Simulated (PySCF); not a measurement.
Match the calculated data to a structure.

All candidates are C6H6ClN.

| technique | computed result |
| --- | --- |
| 13C NMR | chemical shifts (computed TMS as zero) by class: 148.3 (1 C), 135.7 (1 C), 133.4 (1 C), 126.5 (1 C), 122.1 (1 C), 117.5 (1 C) ppm [GIAO PBE0/pcSseg-1] |
| Rotational structure | rotational constants A, B, C: 2.981, 1.557, 1.023 GHz [GFN2-xTB] |
| NMR, other nuclei | isotropic shieldings of nuclei other than C and H, by class: 192 (1 N), 781 (1 Cl) ppm [GIAO PBE0/pcSseg-1] |
| Dipole | 1.92 D [PBE0/pcSseg-1] |
| 1H NMR | chemical shifts (computed TMS as zero) by class: 7.52 (1 H), 7.30 (1 H), 6.84 (1 H), 6.81 (1 H), 3.93 (2 H) ppm [GIAO PBE0/pcSseg-1] |

Electronic properties: PySCF, gas phase, density fitting. Levels stand in brackets. Geometry: GFN2-xTB; no solvent, vibrations or thermal averaging. NMR classes are plain means over equivalent atoms (diastereotopic ones count apart unless rotation or inversion swaps them), as if these changed places fast.

Problem. Which candidate is it?
A. `C=C1C[C@@H](Cl)[C@@H]1C#N`
B. `Nc1cccc(Cl)c1`
C. `Nc1ccccc1Cl`
D. `C#C[C@@H](CCl)CC#N`

Solution. C. It is `Nc1ccccc1Cl`. Numbering: `[NH2:1][c:2]1[cH:3][cH:4][cH:5][cH:6][c:7]1[Cl:8]`. Its formula, C6H6ClN, gives 4 degrees of unsaturation: 1 ring and 3 π bonds in the structure found (Kekulé form). 6 carbons fall into 6 classes; from least to most shielded: aromatic carbon bearing nitrogen [C2] (148.3 ppm), aromatic CH carbon [C6] (135.7 ppm), aromatic CH carbon [C4] (133.4 ppm), aromatic C–Cl carbon [C7] (126.5 ppm), aromatic CH carbon [C5] (122.1 ppm), aromatic CH carbon [C3] (117.5 ppm). Hydrogen classes from least to most shielded: 1 H on an aromatic CH carbon, C6 (7.52 ppm), 1 H on an aromatic CH carbon, C4 (7.30 ppm), 1 H on an aromatic CH carbon, C5 (6.84 ppm), 1 H on an aromatic CH carbon, C3 (6.81 ppm), 2 H on an aniline-type nitrogen, N1 (3.93 ppm, a mean of values up to 0.7 ppm apart in this geometry). The other shieldings belong to: 192 ppm, aniline-type nitrogen [N1]; 781 ppm, aryl chlorine [Cl8]. By its constants the optimised geometry is an asymmetric top.

The others, at the same levels:
- `C#C[C@@H](CCl)CC#N` fails: its computed 13C shifts are 122.1 (1 C), 86.1 (1 C), 81.7 (1 C), 53.3 (1 C), 35.0 (1 C), 20.5 (1 C) ppm, 1H shifts are 4.09 (1 H), 3.89 (1 H), 3.18 (1 H), 2.98 (1 H), 2.46 (1 H), 1.76 (1 H) ppm and rotational constant A is 2.180 GHz (against 2.981 GHz).
- `Nc1cccc(Cl)c1` fails: its computed 13C shifts are 153.0 (1 C), 147.0 (1 C), 136.0 (1 C), 122.3 (1 C), 117.1 (1 C), 114.3 (1 C) ppm, 1H shifts are 7.32 (1 H), 6.79 (1 H), 6.67 (1 H), 6.50 (1 H), 3.46 (2 H) ppm and rotational constant A is 3.462 GHz (against 2.981 GHz).
- `C=C1C[C@@H](Cl)[C@@H]1C#N` fails: its computed 13C shifts are 144.5 (1 C), 122.4 (1 C), 121.7 (1 C), 57.6 (1 C), 45.2 (1 C), 43.1 (1 C) ppm, 1H shifts are 5.80 (1 H), 5.66 (1 H), 4.42 (1 H), 3.60 (1 H), 3.50 (1 H), 3.11 (1 H) ppm and rotational constant A is 2.393 GHz (against 2.981 GHz).

Each candidate is one conformer, not necessarily the lowest. Dipoles, sizes and rotational constants follow the conformer. The torsions of the flexible species, by atom-mapped SMILES:
- `[NH2:1][c:2]1[cH:3][cH:4][cH:5][cH:6][c:7]1[Cl:8]`: H–N1–C2–C3 22°, H–N1–C2–C3 165°
- `[CH:1]#[C:2][C@@H:3]([CH2:4][Cl:5])[CH2:6][C:7]#[N:8]`: C2–C3–C4–Cl5 60°, C2–C3–C6–C7 173°
- `[NH2:1][c:2]1[cH:3][cH:4][cH:5][c:6]([Cl:7])[cH:8]1`: H–N1–C2–C3 21°, H–N1–C2–C3 163°
